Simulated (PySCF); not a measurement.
C6H14S2Si.
SMILES with atom numbers: `[CH3:1][S:2][C@:3]1([SiH3:4])[CH2:5][CH2:6][CH2:7][S:8][CH2:9]1`

Definitions: NICS(0) = −σiso at the ring centroid; NICS(1) = −σiso and NICS(1)zz = −σzz at ±1 Å along the ring normal z. Level: GIAO PBE0/pcSseg-1 (PySCF, non-relativistic, gas phase) on the GFN2-xTB geometry, one conformer.

Ring bond lengths (Å), with Mayer bond orders in brackets: C3–C5 1.529 (0.98), C5–C6 1.530 (1.04), C6–C7 1.518 (1.02), C7–S8 1.817 (1.00), S8–C9 1.824 (1.02), C9–C3 1.511 (0.95).

What do the NICS probes read (ppm)?

```json
{"ring": "C3–C5–C6–C7–S8–C9", "type": "6-membered ring with S; formal bonds all single", "NICS(0)": "-2.6", "NICS(1), two faces": "-2.1 / -2.0", "NICS(1)zz, two faces": "2.8 / 4.6", "rms pucker (Å)": "0.27", "centre to ring atoms, mean (Å)": "1.55"}
```

What can be read from them?

- C3–C5–C6–C7–S8–C9: mean NICS(1)zz 3.7 ppm, deshielded. C3, C5, C6, C7, C9 have four or more neighbours, so the value isn't read as a sign of a π ring current.

At the second NICS(1) probe listed for ring C3–C5–C6–C7–S8–C9, 1 Å off the ring, how large is the induced field along the normal in 9.4 T applied along it?

NICSzz × B0 = 4.6 ppm × 9.4 T = 43 μT, along the applied field.
